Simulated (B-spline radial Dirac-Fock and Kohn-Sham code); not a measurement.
**How the settings move the core levels of Ba⁵⁺**

ΔSCF core binding energies without Breit or QED terms, calculated with a radial atomic solver. Keys: rel is the Hamiltonian (dirac, or spin-free x2c and nr, where L3 and M5 stand for the whole 2p and 3d shells), method is hf or an exchange,correlation pair (spin-unpolarised, also for the hole states), nuc the nuclear model, radius_factor scales its radius, rmax is the box in bohr, h the logarithmic mesh step, order the B-spline order, points the quadrature points per cell, c_factor scales the speed of light, and damp, ndamp, maxit and tol steer the iteration. The run stops when the commutator error falls below 10·tol·max(1, Z/10), or the numerical noise floor, and the energy has settled to about 1e-8 Ha; the virial ratio is −V/T.

Base input:

```json
{"items": [{"Z": 56, "q": 5, "cfg": [[1, 0, 2], [2, 0, 2], [2, 1, 6], [3, 0, 2], [3, 1, 6], [3, 2, 10], [4, 0, 2], [4, 1, 6], [4, 2, 10], [5, 0, 2], [5, 1, 3]], "A": 138, "rrms": 4.8378, "do": "settings", "holes": ["K", "L3", "M5"],
  "settings": [{"rel": "dirac", "method": "hf", "nuc": "fermi", "radius_factor": 1.0, "rmax": 45.0, "h": 0.3, "order": 8, "points": 10, "c_factor": 1.0, "maxit": 60, "damp": 0.5, "ndamp": 3, "tol": 1e-08}]}]}
```

The ground state converged in 10 iterations, with total energy -8129.93830 Ha, virial ratio 1.93678 and highest orbital energy -71.13 eV. ΔSCF binding energies: K (1s) 37645.4 eV, L3 (2p3/2) 5325.0 eV, M5 (3d5/2) 847.9 eV.

Changes from the base run:

```
                              changed setting  Δ total energy (Ha)  Δ K (eV)  Δ L3 (eV)  Δ M5 (eV)  iterations
                                  rmax = 25.0              0.00000      0.00       0.00       0.00          10
                          radius_factor = 0.8             -0.11164     +1.28      -0.01       0.00          10
method = "pbe,pbe"; order = 9; c_factor = 1.5           +142.81041   -945.43     -24.71      +4.74           9
                                   rel = "nr"           +252.04778  -1676.46      +1.36     +18.01          10
                               c_factor = 1.5                    ?         ?          ?          ?           ?
 radius_factor = 0.8; damp = 0.8; tol = 1e-06             -0.11164     +1.28      -0.01       0.00           9
                                   damp = 0.8              0.00000      0.00       0.00       0.00          10
```

Question: What does the change c_factor = 1.5 do?

Answer: The total energy moves by +145.29581 Ha and the binding energies by K -968.74 eV, L3 +1.49 eV, M5 +10.19 eV; the run takes 10 iterations.
